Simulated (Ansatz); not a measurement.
`CB(C)O[SiH3]` + CH₃SH → `CSB(C)C` + silanol at 500 K and 1 bar (ligand exchange at a B–O bond).

Calculated with Ansatz (gas phase, PBE0-D4/def2-TZVP geometries, no zero-point term in ΔE). CBS: MP2 limit from def2 TZ/QZ plus the TZ coupled-cluster correction, frozen cores. This one scheme is used for every species. Each species was taken in one conformer, which may not be the lowest.

```json
{"species": "`CB(C)O[SiH3]`", "CCSD(T)/CBS energy (Eh)": "-470.67451", "H − E (kJ/mol)": "337.1", "S (J/(mol·K))": "458.6"}
{"species": "CH₃SH", "CCSD(T)/CBS energy (Eh)": "-438.22835", "H − E (kJ/mol)": "145.1", "S (J/(mol·K))": "283.7"}
{"species": "`CSB(C)C`", "CCSD(T)/CBS energy (Eh)": "-542.19673", "H − E (kJ/mol)": "359.4", "S (J/(mol·K))": "443.7"}
{"species": "`O[SiH3]`", "CCSD(T)/CBS energy (Eh)": "-366.69042", "H − E (kJ/mol)": "127.5", "S (J/(mol·K))": "292.9"}
```

H − E and S are ideal-gas, rigid-rotor, harmonic terms from PBE0-D4/def2-TZVP, for one conformer and one mirror image of each species. 1 Eh = 2625.50 kJ/mol, R = 8.31446 J/(mol·K).

Question: By hand: ΔE, ΔH, ΔS and ΔG.

Answer: ΔE = (-542.19673) + (-366.69042) − (-470.67451) − (-438.22835) = 0.01571 Eh = 41.2 kJ/mol. Δ(H − E) = 359.4 + 127.5 − 337.1 − 145.1 = 4.7, so ΔH = 45.9 kJ/mol. ΔS = 443.7 + 292.9 − 458.6 − 283.7 = -5.7 J/(mol·K). ΔG = 45.9 − 500 × (-5.7)/1000 = 48.8 kJ/mol.

Question: By hand: the equilibrium constant, and the temperature at which ΔG would vanish if ΔH and ΔS stayed fixed.

Answer: log₁₀ K = −ΔG/(RT ln 10) = -5.1. ΔH and −TΔS have one sign here, so there is no such temperature.

The number of gas molecules stays the same, so ΔS is small and ΔH decides. A doubt of 5 kJ/mol in ΔE shifts log₁₀ K by 0.5 here. Other conformers and mirror images would add mixing entropy, several J/(mol·K) or more a flexible species. Modes under 60 cm⁻¹, often nearly free rotors, make the harmonic entropy too high. These are equilibria of isolated gas molecules and say nothing of rates. Largest T1 diagnostic: 0.012 (customary marks: 0.02 for closed shells, 0.045 for open ones).

ΔS is within the doubt of such terms, so its sign, and with it that verdict, could turn.
